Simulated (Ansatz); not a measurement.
Reaction (dimerisation): 2 `[AlH2][SH]` → `[AlH2-]1[SH+][AlH2-][SH+]1`

Computed with Ansatz on PBE0-D4/def2-TZVP structures; ΔE is electronic, products minus reactants. CCSD(T)/CBS is the MP2 limit (def2-TZVPP, def2-QZVPP) plus CCSD(T) − MP2 in def2-TZVPP, frozen cores. This one scheme is used for every species. DFT in def2-TZVPP.

`[AlH2][SH]`:

Cartesian coordinates in Å:
```
Al -0.503 0.315 -0.270
S 0.534 -0.863 1.245
H -2.017 0.657 0.018
H 0.290 0.765 -1.561
H 1.695 -0.874 0.568
```

`[AlH2-]1[SH+][AlH2-][SH+]1`:

```xyz
10

Al    0.382    1.010    1.190
S     0.782   -1.308    0.882
Al   -0.864   -1.086   -0.812
S    -0.920    1.286   -0.774
H     1.747    1.790    1.007
H    -0.626    1.123    2.401
H     1.832   -1.145    0.058
H    -0.242   -1.556   -2.189
H    -2.223   -1.564   -0.166
H     0.131    1.449   -1.598
```

Is it downhill or uphill in electronic energy at CCSD(T)/CBS, and by how much? (Estimate.)

The calculation gave: Downhill: ΔE = -39.0 kcal/mol.

What do these levels give: LDA (SPW92), PBE-D4, revPBE-D4, CAM-B3LYP-D4, ωB97M-V, PBE-QIDH, r2SCAN, r2SCANh, MP2/def2-TZVPP, SCS-MP2/def2-TZVPP, CCSD(T)/def2-TZVPP, MP2/CBS(def2)? (Estimate.)

The calculation gave: LDA (SPW92) -46.3, PBE-D4 -41.0, revPBE-D4 -40.7, CAM-B3LYP-D4 -37.7, ωB97M-V -39.3, PBE-QIDH -41.1, r2SCAN -40.3, r2SCANh -40.5, MP2/def2-TZVPP -39.7, SCS-MP2/def2-TZVPP -37.3, CCSD(T)/def2-TZVPP -38.4, MP2/CBS(def2) -40.3 kcal/mol.

Largest T1 diagnostic among the species: 0.011.

Leaving LDA and LC-ωPBE aside and taking each functional with its dispersion term where it has one, the values, not all of them listed here, spread over 7.6 kcal/mol, from PBE0-D4 to B2PLYP. LDA lies −9.1 kcal/mol from PBE without D4. In def2-TZVPP, CCSD(T) changes the Hartree–Fock value by −9.7 kcal/mol (the triples alone add −1.5 kcal/mol) and MP2 by −10.9 kcal/mol. From PBE to PBE0 (25 % exact exchange), in def2-TZVPP and without D4, ΔE moves by −1.8 kcal/mol.
